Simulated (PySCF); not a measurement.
C4H3O2S (charge -1).
Bonds: O1–C2, C2–S3 (aromatic), S3–C4 (aromatic), C4–C5 (aromatic), C5–C6 (aromatic), C6–O7, C2–C6 (aromatic). Hydrogens: H8 on C4; H9 on C5; H10 on O7.

NICS = −σ at a ghost point: NICS(0) at the centroid of the ring atoms, NICS(1) 1 Å to either side along the normal of their mean plane, zz for the tensor component along that normal. Level: GIAO PBE0/pcSseg-1 (PySCF, non-relativistic, gas phase) on the GFN2-xTB geometry, one conformer.

Ring bond lengths (Å), with Mayer bond orders in brackets: C2–S3 1.828 (0.94), S3–C4 1.744 (1.07), C4–C5 1.359 (1.52), C5–C6 1.401 (1.31), C6–C2 1.384 (1.34).

Q: Give the NICS values of each ring in ppm.

A: 
```json
{"ring": "C2–S3–C4–C5–C6", "type": "5-membered ring with S; formal bonds all aromatic", "NICS(0)": "-12.1", "NICS(1), two faces": "-8.1 / -8.1", "NICS(1)zz, two faces": "-16.3 / -16.3", "rms pucker (Å)": "0.00", "centre to ring atoms, mean (Å)": "1.31"}
```

Q: What can be read from them?

A: 
- C2–S3–C4–C5–C6: mean NICS(1)zz -16.3 ppm, shielded.

Q: And the bond-length index? Use HOMA with the parameters of Krygowski (1993).

A: 
- C2–S3–C4–C5–C6: HOMA 0.43; the largest term is that of C2–S3, α(R − Ropt)² = 2.15.

Q: What field does 11.7 T along the ring normal induce along that normal at the first NICS(1) probe listed for ring C2–S3–C4–C5–C6, 1 Å off the ring?

A: NICSzz × B0 = -16.3 ppm × 11.7 T = -191 μT, against the applied field.

Q: List the ring angles and the Hirshfeld charges of the ring atoms.

A: 
- C2–S3–C4–C5–C6: C2 106.4° (-0.002 e), S3 91.7° (-0.102 e), C4 111.8° (-0.183 e), C5 113.4° (-0.131 e), C6 116.8° (-0.052 e); sum 540.0° against 540° for a flat convex ring.

The values belong to the conformer `[O-:1][c:2]1[s:3][cH:4][cH:5][c:6]1[OH:7]`: H–O7–C6–C5 180°.
